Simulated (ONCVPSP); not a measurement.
## Before and after: ONCV potential for Br (Z = 35)

ONCVPSP 4.0.1 input, shortened (lines: element, Z, core and valence counts, functional; n l f; lmax; l rc ep ncon nbas qcut; lloc lpopt rc5 dvloc0; l nproj debl; icmod fcfact rcfact), PBEsol, non-relativistic:

```
  Br 35.00    6    2  -116133      upf
    1    0    2.00
    2    0    2.00
    2    1    6.00
    3    0    2.00
    3    1    6.00
    3    2   10.00
    4    0    2.00
    4    1    5.00
    2
    0    1.50    0.00    4    7    4.00
    1    1.20    0.00    4    8    6.60
    2    1.45    0.15    4    8    7.30
    4    5    0.85    0.00
    0    2    1.30
    1    1    3.90
    2    3    1.20
    0    0.00    0.00
```

All-electron outer shells of the reference configuration (PBEsol, non-relativistic, ld1.x):

```tsv
shell	level (eV)	outermost node (bohr)	outermost maximum (bohr)
3p	-171.44	0.21	0.49
3d	-68.34	–	0.43
4s	-19.42	0.68	1.45
4p	-7.89	0.71	1.68
```

Change: scalar-relativistic.

Cutoffs: the cutoffs (Ha) at which the residual kinetic energy of the hardest occupied pseudo-wave falls to 1 and 0.1 mHa per electron; they do not see the model core or the augmentation charge, which bear on the density cutoff. Errors are all-electron minus pseudo energies relative to the spin-unpolarised reference configuration.

**Question.** How do hardness, ghosts and transferability respond?

**Answer.** The potential gets neither clearly harder nor softer (115 Ha and 145 Ha → 112 Ha and 144 Ha); both files keep a bound ghost (d, s); of the 4 tests that both files solve, the error grows in 0 and shrinks in 4 by more than 15 % and 0.3 meV (median size 22.2 → 15.7 meV).

| quantity | base | changed |
| --- | --- | --- |
| cutoff, loose | 115 Ha | 112 Ha |
| cutoff, tight | 145 Ha | 144 Ha |
| loose cutoff by channel | s 39 Ha, p 115 Ha | s 41 Ha, p 112 Ha |
| bound ghosts | s, d | s, d |
| GHOST(+) flags under 300 eV | p at 23.5 eV | p at 25.8 eV |
| error for 4s2 4p4, meV [ΔE 12.58 → 12.55 eV] | +7.7 | +5.0 |
| error for 4s2 4p3, meV [ΔE 35.35 → 35.33 eV] | +37 | +26 |
| error for 4s2 4p2, meV [ΔE 69.31 → 69.33 eV] | +82 | +59 |
| error for 4s2 4p4.5, meV [ΔE 5.09 → 5.07 eV] | +1.7 | +0.8 |
| s: phases at 1.52 bohr within 0.05 rad from the reference energy up to (Ha; the scan ends near 5) | to the end of the scan | to the end of the scan |
| p: phases at 1.22 bohr within 0.05 rad from the reference energy up to (Ha; the scan ends near 5) | 0.2 | 0.2 |
| d: phases at 1.48 bohr within 0.05 rad from the reference energy up to (Ha; the scan ends near 5) | to the end of the scan | to the end of the scan |

 A true bound ghost makes a file unfit for plane-wave use even where its test errors are small: the radial tests pick states by their node count and pass the ghost by.
